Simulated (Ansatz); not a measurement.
Species: C2H6ClSi (charge 0, doublet). It need not be the lowest isomer of its formula. SMILES: C[Si](C)Cl
Geometry: optimised at B3LYP-D3(BJ)/def2-TZVP (Ansatz, a program for electronic structure).

Parts of the frozen-core correlation energy in cc-pV(T+d)Z (Ansatz, hartree). Frozen orbitals: 12; correlated occupied orbitals by spin: 13 and 12; virtual: 197 and 198. UHF or UKS for open shells. Spin-orbit coupling is left out. No relativistic terms.

```tsv
term	value
reference (HF)	-827.76778
MP2 opposite-spin	?
MP2 same-spin	-0.14712
CCSD correlation	?
(T)	?
T1 diagnostic	0.011
largest doubles amplitude	0.017
<S^2> of the reference	0.754
```

Complete the blanks.


- MP2 opposite-spin, value: -0.49892
- CCSD correlation, value: -0.69838
- (T), value: -0.02822
